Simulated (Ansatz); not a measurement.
This Ansatz (a program for electronic structure) input (CCSD(T)/STO-3G) gives -98.59859 Eh with 6 basis functions.

Ansatz 0.2 input:
```yaml
crystal:
  periodic: [false, false, false]
  atoms:
    - {symbol: F, position_ang: [-0.80720411, 1.20978517, -1.03323314]}
    - {symbol: H, position_ang: [-0.83373598, 1.48469315, -0.14660167]}
basis:
  gaussian:
    orbitals: STO-3G
magnetization: {spin_polarized: false}
correlation: {method: ccsd_t, electrons: outside_noble_gas}
```

Change:
```diff
- orbitals: STO-3G
+ orbitals: def2-TZVP
```

Task: What does the run give now?

Result: -100.33896 Eh (CCSD(T)/def2-TZVP, 37 functions), a change of -1740.37 mEh.
